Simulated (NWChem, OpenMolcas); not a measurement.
## From OpenMolcas to NWChem

OpenMolcas 26.06 runs this on SnHClOF2 (SMILES [OH][Sn]([F])([F])[Cl]):

run.input:
```
&GATEWAY
BasLib=$CurrDir
Coord
6
angstrom
O       -0.464000       0.283900       1.476300
Sn       0.252400      -0.175700      -0.247500
F        1.982500      -0.856500       0.056700
F       -0.743300      -1.587100      -1.019700
Cl       0.329400       1.540600      -1.744400
H       -1.315000       0.730600       1.432500
Basis=3-21G
Group=NoSym
&SEWARD
&SCF
Thresholds=1e-10 1e-07 1e-07 1e-05
PrOrbitals=1 2
&ALASKA
```

```bash
$ export MOLCAS_MEM=1860
$ pymolcas run.input > run.log
```

(Basis files named in the input come from the Basis Set Exchange and aren't shown.)

The coordinates come from a PBE0-D4/def2-TZVP relaxation. This is one conformer, not always the lowest.

The run is non-relativistic. The shape isn't stationary at this level (largest force 2.6 eV/Å).

It gives a total energy of -6726.558921 Eh.

Question: Translate the job to NWChem 7.3.0 as an input file of the program's own.

Answer: For example:

job.xyz:
```
6

O     -0.464000     0.283900     1.476300
Sn     0.252400    -0.175700    -0.247500
F      1.982500    -0.856500     0.056700
F     -0.743300    -1.587100    -1.019700
Cl     0.329400     1.540600    -1.744400
H     -1.315000     0.730600     1.432500
```

job.nw:
```
start job
memory 2200 mb
charge 0

geometry noautosym nocenter noautoz
  load job.xyz
end

basis "ao basis" spherical bse
  * library 3-21G
end

scf
  thresh 1e-08
  maxiter 80
  print medium
end

task scf gradient
```

```bash
$ nwchem job.nw > job.out
```

Its energy is -6726.558921 Eh, the same as the first but for the last digit, at most.
